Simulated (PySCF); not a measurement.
# What a mistake does to a calculation on BFH5Si anion

Calculated results; nothing here was measured. They come from PySCF 2.14.0, an open-source quantum chemistry program, on an isolated molecule that a program drew, which may never have been made. The molecule is BFH5Si anion (charge -1, singlet), drawn as the SMILES string `F[BH2-][SiH3]`.

Each row is a Hartree-Fock (HF) and frozen-core CCSD(T) single point in the aug-cc-pV(D+d)Z basis, meant for a local HF minimum. Run 1 is clean. Each other run has one planted mistake out of seven kinds, and not every kind appears here: one electron removed, one electron added, multiplicity raised by two, geometry at a saddle point, minimal basis STO-3G, one bond length entered in bohr, all coordinates scaled. The reference is restricted for singlets and unrestricted otherwise, and also for a bond in bohr. Adding or removing an electron swaps singlet and doublet. Electrons count all cores. HOMO and LUMO are orbital energies over both spins, the gradient is its largest component, and the lowest frequency (negative if imaginary) is given only where the gradient is small. Bond lengths are over the 7 bonds as drawn. T1 is the CCSD diagnostic: over 0.02 (restricted) or 0.045 (unrestricted) a single reference is doubtful.

Geometry of the clean run:
```xyz
8
BFH5Si anion, angstrom
F     2.7863    1.6682   -0.9750
B     1.3317    1.8297   -0.9716
Si    0.3924   -0.0121   -1.2217
H     0.9536    2.3019    0.1098
H     0.9779    2.5631   -1.9055
H     0.6832   -0.7654   -2.5000
H    -1.1168    0.0846   -1.2326
H     0.6470   -1.0642   -0.1661
```

| run | electrons | basis functions | <S^2> | HOMO (eV) | LUMO (eV) | gradient (hartree/bohr) | lowest frequency (cm^-1) | mean bond (Å) | longest bond (Å) | T1 | HF (hartree) | CCSD(T) (hartree) | mistake |
|---|---|---|---|---|---|---|---|---|---|---|---|---|---|
| 1 | 34 | 123 | 0.000 | -4.42 | 3.96 | 1.2e-05 | 145 | 1.5086 | 2.083 | 0.0140 | -416.02820 | -416.52703 | no fault |
| 2 | 34 | 123 | 0.000 | -2.21 | 3.79 | 6.5e-02 | - | 1.7733 | 3.935 | 0.0199 | -415.94597 | -416.44210 | one bond length entered in bohr |
| 3 | 34 | 123 | 2.008 | 0.84 | 1.39 | 8.1e-02 | - | 1.5086 | 2.083 | 0.0382 | -415.88116 | -416.36132 | multiplicity raised by two |
| 4 | 34 | 123 | 0.000 | -4.14 | 3.96 | 5.7e-02 | - | 1.4272 | 1.970 | 0.0137 | -416.00948 | -416.50546 | all coordinates scaled |
| 5 | 34 | 24 | 0.000 | -0.64 | 19.58 | 4.4e-02 | - | 1.5086 | 2.083 | 0.0074 | -410.83324 | -410.96862 | ? |

**Which mistake was planted in run 5, and what did it cost?**

It has 24 basis functions where the clean run has 123, with the same electrons and geometry. So the mistake is: minimal basis STO-3G. Subtracting run 1 and multiplying by 627.51 kcal/mol a hartree, the energy moved by 3259.9 kcal/mol in HF and 3488.0 kcal/mol in CCSD(T).

Cautions from the logs. Run 3: the HOMO is above zero, so the electron isn't bound and the energy depends on the basis.
